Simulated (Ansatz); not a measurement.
Gas-phase electronic energies from Ansatz, PBE0-D4/def2-TZVP geometries. CBS: MP2 limit from def2 TZ/QZ plus the TZ coupled-cluster correction, frozen cores. This one scheme is used for every species. Functionals use def2-TZVPP. B3LYP here is the variant with VWN-RPA as its local correlation; programs differ in this. Elements past krypton have def2 core potentials. For Br, I outer-core shells are correlated without core-valence functions, which leaves a few kJ/mol of doubt a bond. Scalar relativity is left out up to krypton. One conformer a species, not always the lowest.

Consider the substitution at a C–Si bond: `FCC([SiH3])Br` + HI → `FCC(Br)I` + SiH₄.

(1) Is it downhill or uphill in electronic energy at CCSD(T)/CBS, and by how much? (Best estimate.)

(2) What do these levels give: PBE-D4, PBE0-D4, ωB97X-V, ωB97M-V, B2PLYP, PBE0, B3LYP, MP2/def2-TZVPP, SCS-MP2/def2-TZVPP, CCSD(T)/def2-TZVPP, HF/def2-QZVPP, SCS-MP2/def2-QZVPP? (Estimate.)

Largest T1 diagnostic among the species: 0.011.

## Answers

(1) The calculation gave: Uphill: ΔE = +0.47 eV.

(2) Ansatz gave: PBE-D4 0.46, PBE0-D4 0.52, ωB97X-V 0.53, ωB97M-V 0.55, B2PLYP 0.48, PBE0 0.53, B3LYP 0.49, MP2/def2-TZVPP 0.44, SCS-MP2/def2-TZVPP 0.44, CCSD(T)/def2-TZVPP 0.51, HF/def2-QZVPP 0.60, SCS-MP2/def2-QZVPP 0.42 eV.

From PBE to PBE0 (25 % exact exchange), in def2-TZVPP and without D4, ΔE moves by +0.06 eV. In def2-TZVPP, CCSD(T) changes the Hartree–Fock value by −0.10 eV (the triples alone add −0.03 eV) and MP2 by −0.17 eV.
